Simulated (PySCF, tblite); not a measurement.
Isomers of C4H11NSi. Computed values, GFN2-xTB/tblite, gas phase, harmonic and unscaled. Against measured fundamentals such values can be off by several per cent, at times by over 20. Modes of hydrogen on silicon can be 10 to 20 % off. One conformer each.

Electronic energies: PBE0/pcSseg-1 single points on the GFN2-xTB geometries (PySCF, gas phase).

| SMILES | electronic energy, lowest = 0 (kcal/mol) |
| --- | --- |
| CN[C@@H]1CC[SiH2]1 | 28.9 |
| C/C=C(\C)[SiH2]N | 0.0 |
| [H]/N=C\C(C)(C)[SiH3] | 21.1 |

**Question.** How do GFN2-xTB zero-point energies change the relative energies?

**Answer.** 
```json
{"SMILES": "C/C=C(\\C)[SiH2]N", "ZPE (kcal/mol)": "86.7", "of it from modes above 1550 cm⁻¹": "48.9", "electronic (kcal/mol)": "0.0", "with ZPE, lowest = 0 (kcal/mol)": "0.0", "lowest mode (cm⁻¹)": "19", "rings": "0"}
{"SMILES": "[H]/N=C\\C(C)(C)[SiH3]", "ZPE (kcal/mol)": "86.1", "of it from modes above 1550 cm⁻¹": "47.1", "electronic (kcal/mol)": "21.1", "with ZPE, lowest = 0 (kcal/mol)": "20.5", "lowest mode (cm⁻¹)": "80", "rings": "0"}
{"SMILES": "CN[C@@H]1CC[SiH2]1", "ZPE (kcal/mol)": "88.6", "of it from modes above 1550 cm⁻¹": "45.0", "electronic (kcal/mol)": "28.9", "with ZPE, lowest = 0 (kcal/mol)": "30.8", "lowest mode (cm⁻¹)": "23", "rings": "1"}
```

The zero-point energies span 2.5 kcal/mol, from `[H]/N=C\C(C)(C)[SiH3]` to `CN[C@@H]1CC[SiH2]1`. The order is unchanged.

**Question.** And how do the electronic energies of GFN2-xTB itself compare?

**Answer.** `C/C=C(\C)[SiH2]N` 0.0; `[H]/N=C\C(C)(C)[SiH3]` 9.9; `CN[C@@H]1CC[SiH2]1` 15.8 kcal/mol, lowest = 0. Against the energies above, taken from the same isomer `C/C=C(\C)[SiH2]N`, the largest difference is 13.1 kcal/mol.
